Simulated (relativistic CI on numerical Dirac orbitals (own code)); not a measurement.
Hyperfine structure of Ta LXVII, mass number 181

Method of calculation: Dirac-Coulomb-Breit CI, separate exchange-only KLI orbitals for each configuration, model QED (radiative potential, 1s self-energy scaled to tabulated hydrogen-like ionisation energies), unscaled Slater integrals (own radial code, finite nucleus).

Configurations in the expansion (outside the closed core 1s2): 2s²2p³, 2s2p⁴, 2p⁵, 2p⁴3s, 2p⁴3p, 2s²2p²3s, 2p⁴3d, 2s²2p²3p, 2s²2p²3d, 2s2p³3s, 2s2p³3p, 2s2p³3d, 2s²2p²4s, 2s²2p²4p, 2s²2p²4d, 2s²2p²4f. Levels of other configurations are missing.

Nuclear spin I = 7/2, μ = 2.365 μN, Q = 3.17 b (tables of Stone and Pyykkö). The electronic factors are computed for point nuclear moments, without core polarisation or the Bohr-Weisskopf and QED corrections.

```
        Level  E (10³ cm⁻¹)  A (GHz)  B (GHz)
2s²2p³ ²D°5/2       10696.1     1397    -10.5
2s²2p³ ²P°1/2       11111.9     4800         
  2s2p⁴ ⁴P5/2       13248.0     3411      629
  2s2p⁴ ²S1/2       14095.4    14870         
  2s2p⁴ ²P3/2       14107.4    -2321     -518
2s²2p³ ²P°3/2       21644.2    553.9    -5140
  2s2p⁴ ⁴P3/2       23977.6     3473    -3900
  2s2p⁴ ²D5/2       24311.1     4276    -5640
```

Levels with J = 0, under 50 % of one LS term, or S terms without an open s electron are left out. Small factors come from cancelling terms and can be off by tens of per cent or more.

At this charge energies of transitions that change n are usually good to better than 1 %, and those within a shell (Δn = 0) to a few per cent.

Give the hyperfine levels of 2s²2p³ ²P°1/2 relative to its centre of gravity.

With K = F(F + 1) − I(I + 1) − J(J + 1), E = AK/2: F = 3: -10800, F = 4: 8401 GHz.

LS names give the leading component of a level, which can be under half, so a name can repeat, a term be missing and a line seem to break the LS rules.
